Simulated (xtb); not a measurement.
ClF3HMoN, SMILES [F][Mo]([F])([Cl])([F])=[NH], multiplicity 1. All values are semi-empirical tight-binding results from xtb (GFN2-xTB unless named), good for trends rather than for accurate numbers. Coordinates come from a GFN2-xTB optimisation. The multiplicity is an assumed one; no other spin state was optimised. The structure was generated by enumeration; whether it is a known compound was not checked.

For metal compounds this method's bond lengths and energies can be far off.

Computed properties:
| Quantity | Result |
|---|---|
| point group as xtb finds it | Cs |
| orbital gap | 3.08 eV |
| zero-point energy | 13.0 kcal/mol |
| G − E(el) at 298.15 K (modified RRHO) | -7.8 kcal/mol |
